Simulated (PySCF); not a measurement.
Species: C8H11 (doublet state).
Cartesian coordinates in Å at the GFN2-xTB level; atoms count from 1:
```
atom  x, y, z in Å
C1     2.233   -0.484    0.360
C2     2.322    0.324   -0.896
C3     1.030   -0.351   -0.535
C4    -0.120    0.478   -0.065
C5    -1.492    0.462   -0.775
C6    -2.143    1.036    0.494
C7    -1.200   -0.109    0.878
C8    -1.781   -0.957   -0.258
H9     2.740   -1.435    0.402
H10    2.220    0.044    1.302
H11    2.377    1.398   -0.808
H12    2.889   -0.072   -1.724
H13    0.772   -1.221   -1.124
H14    0.223    1.470    0.234
H15   -3.206    0.863    0.625
H16   -1.856    2.040    0.793
H17   -1.007   -0.460    1.891
H18   -1.183   -1.779   -0.634
H19   -2.826   -1.236   -0.168
```

The hyperfine couplings belong to this conformer and change with its torsions.

Identity: `C1[C]2CC1[C@H]2C1CC1` [radical].

Level of theory: UKS B3LYP, pcH-1 on C H, non-relativistic, mean-field spin-orbit, GIAO in PySCF 2.14.0. Geometry: GFN2-xTB, one conformer, isolated molecule. A GFN2-xTB geometry isn't a minimum of the functional, and hyperfine couplings can be far from their values at a DFT geometry. Stability of the SCF solution: not tested.

Q: What is the g tensor, term by term?

A: 
| Δg (ppm) | 1 | 2 | 3 |
| --- | --- | --- | --- |
| relativistic mass correction | -161 | -161 | -161 |
| gauge correction | 7 | 12 | 14 |
| orbital Zeeman/spin–orbit | -8 | 536 | 603 |
| total | -163 | 386 | 456 |

So g = 2.00216, 2.00271, 2.00277 and g_iso = 2.00255; the tensor is close to axial: the two nearest values differ by 11 % of g3 − g1. Axes: g1 points within 1° of the C7–H17 bond.

Q: What are the electron Larmor frequencies g μB B/h along the three axes at 1200 mT?

A: 33.6272, 33.6364, 33.6376 GHz for g1, g2 and g3, a range of 10.4 MHz.

Q: What effective moment and Curie constant follow for a powder?

A: With the mean of g² = 4.0102 and S(S+1) = 0.75: μ_eff = √(⟨g²⟩S(S+1)) = 1.734 μB and χT = 0.12505·⟨g²⟩·S(S+1) = 0.376 cm³ K/mol (cgs; spin-Hamiltonian part alone).

Q: How much does each term add to the isotropic shift?

A: The orbital-Zeeman/spin–orbit term 377, the mass correction -161 and the gauge correction 11 ppm, for a total of 226 ppm. The orbital-Zeeman/spin–orbit term is the largest in size. The mass correction is the same along every axis, so the anisotropy comes from the other two: their spans along these axes are 7 (gauge) and 611 ppm (orbital Zeeman/spin–orbit).

Q: In a frozen sample, at which fields do the three g values resonate at 9.5, 34, 94 and 263 GHz (hyperfine left aside), and which band first spreads them over more than twice a line width of 0.3 mT?

A: 
| band | GHz | B(g3) mT | B(g2) mT | B(g1) mT | spread mT |
| --- | --- | --- | --- | --- | --- |
| X | 9.5 | 338.91 | 338.92 | 339.01 | 0.10 |
| Q | 34.0 | 1212.93 | 1212.97 | 1213.30 | 0.37 |
| W | 94.0 | 3353.39 | 3353.51 | 3354.43 | 1.04 |
| J | 263.0 | 9382.36 | 9382.68 | 9385.26 | 2.90 |

The spread grows in proportion to the frequency. W band is the first where it exceeds 0.6 mT.

The largest Mulliken spin populations are on C5 (+0.79) and H17 (+0.10). C5 is the only atom above +0.15. The angles at C5 add up to 270.1°, so it is pyramidal.

The HOMO–LUMO gaps are 6.41 eV among the α and 6.02 eV among the β orbitals.
